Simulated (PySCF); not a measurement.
## How methods differ on the ionisation energy of Si²⁺

Si²⁺ [Ne] 3s2 (1S) → Si³⁺ [Ne] 3s1 (2S), as a difference of total energies. Computed with PySCF 2.14 in aug-cc-pwCVDZ (6s5p3d, 36 functions), with the non-relativistic Hamiltonian (point nucleus). Correlated levels: valence: [Ne] frozen; valence and next inner shell: 1s2 frozen; nothing frozen. The calculations carry no spin-orbit coupling.

```csv
method,ionisation energy (eV)
UHF,31.981
LDA,33.543
PBE,33.415
PBE0,33.281
r2SCAN,32.889
TPSS,33.221
B2PLYP,33.266
HSE06,33.289
PBEsol,33.246
MP2 (valence),32.777
SCS-MP2 (valence),32.936
MP2 (valence and next inner shell),32.990
SCS-MP2 (valence and next inner shell),33.102
MP2 (all electrons),32.988
SCS-MP2 (all electrons),33.101
```

How much does correlation contribute at MP2 (all electrons)?

32.988 − (31.981) = 1.007 eV, measured against UHF.

Errors of the correlated levels include the incompleteness of this basis and the frozen core.

MP2 underrates the near-degeneracy of ns² with np² in the lower species.

For comparison: 33.493 eV (measured; NIST Atomic Spectra Database, ionization energies).
